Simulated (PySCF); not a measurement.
# Structure revision by computed shifts

A compound C4H11FO2Si gives the data below (simulated from a calculation) and was assigned the structure `CO[Si@@H](F)OC(C)C`.

$^{13}$C{$^{1}$H} NMR (computed): δ 91.7 (CH2), 74.5 (C), 29.3 (CH3, 2C).

$^{1}$H NMR (500 MHz, computed): δ 5.07 (s, 2H), 4.48 (m, 2H), 1.44 (br s, 1H), 1.39 (s, 6H).

- geometry from GFN2-xTB
- PBE0/pcSseg-1 with gauge-including orbitals
- code: PySCF 2.14.0 with density-fitted response routines
- one averaged value for each set of equivalent atoms, in vacuum, single conformer, no relativistic terms

Shifts are taken against calculated references (same method and geometry level): $^{1}$H (σref 31.72), $^{13}$C (σref 186.93) vs TMS.

**Question.** Compare with the shifts computed for the proposed structure, pairing carbons in order of shift.

**Answer.** Atom-mapped SMILES (the numbers label the heavy atoms): `[CH3:1][O:2][Si@@H:3]([F:4])[O:5][CH:6]([CH3:7])[CH3:8]`. Hydrogens are named by the atom that carries them.

| atom | computed for proposal | given list | difference |
| --- | --- | --- | --- |
| C6 | 68.2 | 91.7 | -23.5 |
| C1 | 51.4 | 74.5 | -23.1 |
| C8 | 27.6 | 29.3 | -1.7 |
| C7 | 27.3 | 29.3 | -2.0 |

The rms difference is 16.6 ppm and the largest -23.5 ppm at C6 (sp3 CH bonded to O). The proposal also would give 4 carbon signals, not 3. The carbon types in order of shift don't match either: CH, CH3, CH3, CH3 for the proposal against CH2, C, CH3, CH3 in the data. The proposal doesn't fit.

**Question.** Which isomer fits?

**Answer.** SMILES CC(C)(CF)O[SiH2]O.

1. Carbon types of the structure: 1 × C, 1 × CH2, 2 × CH3, leaving 3 H on heteroatoms.
2. δC 91.7: sp3 CH2 bonded to F; pulled downfield by the heteroatom.
3. δC 74.5: fully substituted sp3 carbon bonded to O; the inductive effect lowers its shielding.
4. δC 29.3: methyl carbon; saturated and bonded to C and H only.
5. δH 4.48: hydrogen on an sp3 CH2 bonded to F; its carbon carries F, which withdraws density.

Other isomers checked: CO[SiH](OC)[C@H](C)F (rms 16.8 ppm); CO[C@@H](F)[C@@H](C)O[SiH3] (rms 19.0 ppm).

This is the structure that produced the data.

The OH or NH signal is concentration- and solvent-dependent in practice; the value given is the gas-phase one. Splittings by $^{19}$F in the carbon and heteronuclear signals aren't shown, as no couplings were computed. Shifts are as computed. Against solution values, carbons near 30 ppm lie about +3 ppm off and those near 130 ppm about +5 ppm. Of 1211 compounds with measured shifts, 218 miss one by over three times the rms of a fit or turn the order of signals round; such compounds aren't used in these exercises. No couplings were computed; multiplicities are counted from neighbouring protons, with m where these are inequivalent, close in shift, in a saturated or five-membered ring or joined by F or P, and br s for small geminal =CH2 splittings.
